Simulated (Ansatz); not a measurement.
`O[SiH](Cl)[S][GeH2][Cl]`, relaxed with RKS PBE0-D4/def2-TZVP in Ansatz from a GFN2-xTB geometry. The force threshold is 0.005 eV/Å; the program also tests the step.

Total charge 0; spin multiplicity 1.

Start:

```xyz
10

O     1.020   -0.135    1.009
Si    0.259   -1.430    0.393
Cl    0.017   -2.859    1.773
S    -1.610   -0.582   -0.218
Ge   -0.848    1.442   -0.720
Cl    0.795    1.346   -2.033
H     1.827   -0.214    1.517
H     0.973   -1.955   -0.757
H    -0.448    2.257    0.490
H    -1.987    2.129   -1.453
```

By how much does the energy fall, and how many steps does the optimiser take? (Estimate.)

Computed: 13.20 kJ/mol, in 13 steps, 1 of them rejected.

Which bonds change most? (An estimate is asked.)

The calculation gave: Ge5–Cl6 from 2.105 to 2.158 Å; Si2–Cl3 from 2.001 to 2.046 Å; Si2–S4 from 2.142 to 2.117 Å; Si2–H8 from 1.452 to 1.476 Å.

Give the relaxed structure. (Best estimate.)

Computed: 
```xyz
10

O     1.046   -0.180    1.273
Si    0.259   -1.355    0.456
Cl   -0.171   -2.959    1.651
S    -1.599   -0.565   -0.177
Ge   -0.906    1.465   -0.739
Cl    0.777    1.318   -2.081
H     2.003   -0.232    1.319
H     1.085   -1.867   -0.655
H    -0.437    2.271    0.470
H    -2.059    2.105   -1.518
```
